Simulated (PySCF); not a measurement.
OV, SMILES [O]=[V] (connectivity only; charge and spin as stated), neutral, multiplicity 4. Atoms are numbered in the order given.

```xyz
2

V      0.0000     0.0000    -0.4078
O      0.0000     0.0000     1.1723
```
Charge 0, spin multiplicity 4.

Geometry: B3LYP-D3(BJ)/def2-TZVPD. The multiplicity is an assumed one; other spin states were not compared.

Computed with r2SCAN/def2-TZVPD (PySCF).

Gas-phase values at a fixed geometry.

total energy: -1019.17764 hartree
point group: C∞v
α spin, highest occupied and lowest empty level: -4.74 and -3.05 eV
β spin, highest occupied and lowest empty level: -8.31 and -2.08 eV
dipole moment: 3.53 D
mean static polarisability: 71.7 bohr³ (10.63 Å³)
polarisability, principal values: 67.5, 73.8, 73.8 bohr³
⟨S²⟩: 3.822 (pure state 3.75)
